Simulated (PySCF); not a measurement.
## What binds LiI: the parts of the energy along the bond

State: ¹Σ⁺, singlet, closed shell. RHF-based CCSD(T) in PySCF 2.14 with Li cc-pVTZ, I cc-pVTZ-PP with ECP28 and Li cc-pVQZ, I cc-pVQZ-PP with ECP28 (frozen core orbitals: 10; scalar-relativistic core potentials). Correlation energies are extrapolated as n⁻³ (n = 3, 4), Hartree–Fock as (n+1)·exp(−9√n). CV is the change on freezing 4 orbitals instead, in Li cc-pCVTZ, I cc-pwCVTZ-PP with ECP28. All energies in eV from Li + I.

| R (Å) | HF/CBS | CCSD corr. | (T) | CV | total |
| --- | --- | --- | --- | --- | --- |
| 2.1161 | -2.418 | -1.022 | -0.0766 | -0.1007 | -3.617 |
| 2.2123 | -2.646 | -1.018 | -0.0782 | -0.0819 | -3.825 |
| 2.3085 | -2.767 | -1.015 | -0.0798 | -0.0662 | -3.928 |
| 2.4047 | -2.808 | -1.013 | -0.0813 | -0.0532 | -3.955 |
| 2.5009 | -2.791 | -1.010 | -0.0828 | -0.0424 | -3.926 |
| 2.6211 | -2.712 | -1.007 | -0.0846 | -0.0313 | -3.835 |
| 2.7414 | -2.591 | -1.005 | -0.0863 | -0.0226 | -3.705 |

A fit to the total gives Re = 2.3976 Å, De = 3.955 eV, ωe = 499.5 cm⁻¹, Be = 0.4411 cm⁻¹ (masses 7.0160 and 126.9045 u).

Problem. At R = 2.4047 Å the CCSD correlation energy is -0.160765 hartree in the smaller basis and -0.181135 in the larger. Extrapolate it.

Solution. (4³·E4 − 3³·E3)/(4³ − 3³) = -0.19600 hartree; the larger basis holds 92.4 % of it.

The T1 diagnostic is 0.007. The open-shell atoms are computed with UHF. Spin–orbit coupling, excitations beyond (T) and corrections to the Born–Oppenheimer picture are left out, and spin–orbit coupling matters for open p, d or f shells this heavy.
